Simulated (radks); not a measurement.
The table gives one normalised radial function P(r) = r R(r) of V in [Ar] 3d2.5 4s2 4p0.5 (r in bohr). Method: scalar-relativistic Kohn-Sham, BLYP, spin-polarised, spherical densities, point nucleus; open shells are filled with parallel spins first; computed with a radial shooting solver on a logarithmic mesh with Libxc functionals.

| r | P |
|---|---|
| 0.002878 | 0.0678 |
| 0.003838 | 0.0881 |
| 0.005079 | 0.1127 |
| 0.00672 | 0.1428 |
| 0.008963 | 0.1796 |
| 0.01186 | 0.2203 |
| 0.01569 | 0.2635 |
| 0.02093 | 0.3051 |
| 0.02769 | 0.3338 |
| 0.03664 | 0.3369 |
| 0.04887 | 0.2946 |
| 0.06466 | 0.1900 |
| 0.08555 | 0.0128 |
| 0.1141 | -0.2297 |
| 0.151 | -0.4667 |
| 0.1998 | -0.6014 |
| 0.2664 | -0.5088 |
| 0.3525 | -0.1352 |
| 0.4664 | 0.4289 |
| 0.6221 | 0.9540 |
| 0.8231 | 1.1481 |
| 1.089 | 0.9613 |
| 1.453 | 0.5684 |
| 1.922 | 0.2400 |
| 2.543 | 0.0676 |
| 3.392 | 0.0109 |
| 4.488 | 0.0010 |
| 5.938 | 0.0000 |
| 7.919 | 0.0000 |
| 10.48 | 0.0000 |
| 13.86 | 0.0000 |

Which n and l does it have? It may be an empty orbital.

Answer. n = 3, l = 0: the number of nodes gives n - l - 1 = 2, the rise at small r (about r^(l+1)) gives l, and the extent must fit the shell. The curve is that of 3s down; the table hardly tells the two spins apart. 3s down: eigenvalue -71.499 eV, 2 radial nodes at r = 0.0870, 0.379 bohr, <r> = 0.946 bohr, 90 % of the charge inside 1.42 bohr.
